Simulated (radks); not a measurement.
Problem. All-electron atom: Au57+ in [Ar] 3d4. Calculated with a radial shooting solver on a logarithmic mesh with Libxc functionals: Dirac Kohn-Sham, exchange-only PBE, spin-unpolarised, spherical densities, point nucleus; open shells fill j = l - 1/2 first. Some entries of the table are withheld. Estimate them.

orbital  occ.  eigenvalue (eV)  r(max) (bohr)  <r^2> (bohr^2)
1s1/2       2        -84586.00        0.01041       0.0003929
2s1/2       2              (1)        0.06021             (2)
2p1/2       2              (3)        0.04434             (4)
2p3/2       4              (5)        0.05165             (6)
3s1/2       2        -6790.088            (7)         0.03499
3p1/2       2        -6565.147         0.1535         0.03150
3p3/2       4        -6104.437         0.1671         0.03660
3d3/2       4        -5772.493         0.1285             (8)
3d5/2       0        -5668.601         0.1322             (9)

Solution. 
(1) 2s1/2 eigenvalue (eV): -18054.84
(2) 2s1/2 <r^2> (bohr^2): 0.005864
(3) 2p1/2 eigenvalue (eV): -17498.49
(4) 2p1/2 <r^2> (bohr^2): 0.004147
(5) 2p3/2 eigenvalue (eV): -15642.49
(6) 2p3/2 <r^2> (bohr^2): 0.005301
(7) 3s1/2 r(max) (bohr): 0.1651
(8) 3d3/2 <r^2> (bohr^2): 0.02715
(9) 3d5/2 <r^2> (bohr^2): 0.02850
